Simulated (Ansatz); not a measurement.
Ansatz (a program for electronic structure) input file for C2H5ClSi, SMILES [SiH3]/C=C\Cl, PBE/def2-SVPD. Geometry: ωB97X-D3(BJ)/def2-SVP. The structure was generated by enumeration; whether it is a known compound was not checked.

Ansatz 0.2 input:
```yaml
crystal:
  periodic: [false, false, false]
  atoms:
    - {symbol: Si, position_ang: [-0.38700120, 1.67748479, 0.00000000]}
    - {symbol: C, position_ang: [1.10609714, 0.53486198, -0.00000000]}
    - {symbol: C, position_ang: [1.00804324, -0.79472984, 0.00000000]}
    - {symbol: Cl, position_ang: [-0.52385212, -1.60995230, -0.00000000]}
    - {symbol: H, position_ang: [-1.22035035, 1.45040715, 1.21445395]}
    - {symbol: H, position_ang: [-1.22035036, 1.45040716, -1.21445395]}
    - {symbol: H, position_ang: [0.09927858, 3.08752756, -0.00000000]}
    - {symbol: H, position_ang: [2.12422050, 0.94180925, -0.00000000]}
    - {symbol: H, position_ang: [1.85586218, -1.48654182, 0.00000000]}
basis:
  gaussian:
    orbitals: def2-SVPD
hamiltonian:
  xc: {name: PBE}
```

Output:

```
Functional definition: PBE
integrals: 0.06 GiB planned
1162 factors; their error is unknown
mean field: 0.42 GiB planned
mean field evaluation 1: about -22527.5282 eV, gradient 5.4e1 eV
mean field evaluation 2: about -22508.9932 eV, gradient 9.2e1 eV
mean field evaluation 4: about -22534.7298 eV, gradient 1.2e1 eV
mean field evaluation 8: about -22535.1253 eV, gradient 1.1e-1 eV
mean field evaluation 16: about -22535.0785 eV, gradient 1.0e-4 eV
mean field -22535.07847457 eV, -828.1488591158 hartree, gradient 2.3e-5 eV, S^2 0.000000; 0 other end points of the search recorded, 0 dependent functions left out
reference -22535.07852409 eV, -828.1488609354 hartree; 24, 24 occupied and 107, 107 virtual orbitals, 1162 factors
Total energy: -22535.07852409 eV, -828.1488609354 hartree
```

The run converged.

Cost: around 4 core-seconds (rough).
